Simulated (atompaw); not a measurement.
**Logarithmic derivatives: I, PAW (atompaw)**

```
Element                 : iodine
Generator               : atompaw 4.2.0.5
Type                    : PAW
Functional              : PBE
Relativity              : scalar-relativistic
Frozen core             : [Ar] 3d10
Valence charge          : 25
Reference configuration : 4s2 4p6 4d10 5s2 5p5
Partial waves           : 4s (bound); 5s (bound); 4p (bound); 5p (bound); 4d (bound); 4d channel at -2.7 Ry
Local potential         : bessel scheme, radius 1.20 bohr
Core correction         : smooth core density matched at 1.10 bohr
Augmentation charge     : sinc compensation charge, radius 1.30 bohr; PAW radius 1.60 bohr; waves and projectors: bloechl
```

The phase is arctan(r·u′/u) with u = r·R(r), unwrapped; energies in Ry, scanned from -15 to 5 Ry. A pole is an energy at which the radial function vanishes at the test radius. The pseudo phase is shifted by a multiple of π to meet the all-electron one at the reference energy, and phase errors are pseudo minus all-electron; the curves can meet again beyond the range given. Levels narrower than the energy grid can be missing from the lists of poles.

| channel | radius (bohr) | reference energy (Ry) | poles, all-electron | poles, pseudo | unbroken range about the reference energy with phases within 0.05 rad | phase error 1 Ry above the reference energy (rad) |
| --- | --- | --- | --- | --- | --- | --- |
| s | 1.61 | -1.28 | -13.13 | -13.13 | the whole range | -0.001 |
| p | 1.61 | -0.52 | -9.10 | -9.10 | the whole range | +0.000 |
| d | 1.61 | -3.70 | -2.98 | -2.98 | the whole range | +0.000 |

Phases in the d channel:

| E (Ry) | all-electron | pseudo |
| --- | --- | --- |
| -15.00 | 1.402 | 1.402 |
| -14.04 | 1.395 | 1.395 |
| -13.08 | 1.387 | 1.387 |
| -12.12 | 1.378 | 1.378 |
| -11.16 | 1.368 | 1.368 |
| -10.20 | 1.355 | 1.355 |
| -9.24 | 1.339 | 1.339 |
| -8.28 | 1.318 | 1.318 |
| -7.32 | 1.288 | 1.288 |
| -6.36 | 1.238 | 1.238 |
| -5.40 | 1.127 | 1.127 |
| -4.44 | 0.555 | 0.556 |
| -3.48 | -1.389 | -1.389 |
| -2.52 | -1.650 | -1.650 |
| -1.56 | -1.742 | -1.742 |
| -0.60 | -1.807 | -1.807 |
| 0.36 | -1.872 | -1.872 |
| 1.32 | -1.953 | -1.952 |
| 2.28 | -2.074 | -2.071 |
| 3.24 | -2.287 | -2.279 |
| 4.20 | -2.724 | -2.698 |
